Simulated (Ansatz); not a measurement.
`[OH][SnH]([OH])[Br]` + H₂ → `[OH][SnH2][OH]` + HBr  (hydrogenolysis of the Sn–Br bond)

Computed with Ansatz on PBE0-D4/def2-TZVP structures; ΔE is electronic, products minus reactants. CBS: MP2 limit from def2 TZ/QZ plus the TZ coupled-cluster correction, frozen cores. This one scheme is used for every species. Functionals use def2-TZVPP. B3LYP here is the variant with VWN-RPA as its local correlation; programs differ in this. HSE06 is defined as in plane-wave codes. Elements past krypton have def2 core potentials. For Br, Sn outer-core shells are correlated without core-valence functions, which leaves a few kJ/mol of doubt a bond. Scalar relativity is left out up to krypton. One conformer a species, not always the lowest.

`[OH][SnH]([OH])[Br]`:

Z-matrix (Å, degrees):
```
Sn
O 1 1.942
Br 1 2.474 2 109.9
O 1 1.949 2 107.2 3 -113.8
H 1 1.690 2 107.7 3 123.3
H 2 0.961 1 113.2 3 69.5
H 4 0.961 1 112.4 2 120.2
```

H₂:

Z-matrix (Å, degrees):
```
H
H 1 0.746
```

`[OH][SnH2][OH]`:

```xyz
7

O     1.299   -1.018    0.339
Sn    0.108    0.310   -0.478
O    -1.515    0.394    0.622
H     1.560   -0.793    1.235
H     0.746    1.881   -0.365
H    -0.210   -0.335   -2.018
H    -1.988   -0.440    0.665
```

HBr:

Z-matrix (Å, degrees):
```
Br
H 1 1.420
```

```
          level  ΔE (kcal/mol)  difference from CCSD(T)/CBS
        PBE0-D4           22.0                         -1.2
   CAM-B3LYP-D4           20.5                         -2.7
          B3LYP           20.4                         -2.8
          HSE06           21.1                         -2.1
   MP2/def2-SVP           21.5                         -1.7
  HF/def2-TZVPP           20.3                         -2.9
 MP2/def2-TZVPP           22.8                         -0.4
CCSD/def2-TZVPP           19.5                         -3.7
  HF/def2-QZVPP           20.4                         -2.8
   HF/CBS(def2)           20.4                         -2.8
    CCSD(T)/CBS           23.2                            0
```

**Question.** What do rigid-rotor, harmonic-oscillator terms from PBE0-D4/def2-TZVP frequencies (298.15 K, 1 bar) make of the CCSD(T)/CBS value? (Best estimate.)

**Answer.** Ansatz gave: ΔZPE = +1.3 kcal/mol, ΔH = +23.5 kcal/mol, ΔS = 12 J/(mol·K), ΔG = +22.7 kcal/mol.

Largest T1 diagnostic among the species: 0.014.

The D4 term adds +1.9 kcal/mol with B3LYP and +1.0 kcal/mol with PBE0; it sums over pairs of atoms, weighted by their polarisabilities, and B3LYP, whose exchange is more repulsive, gets the larger term. At CCSD(T), def2-SVP lies −4.4 kcal/mol from the extrapolated value and def2-TZVPP −2.9 kcal/mol.
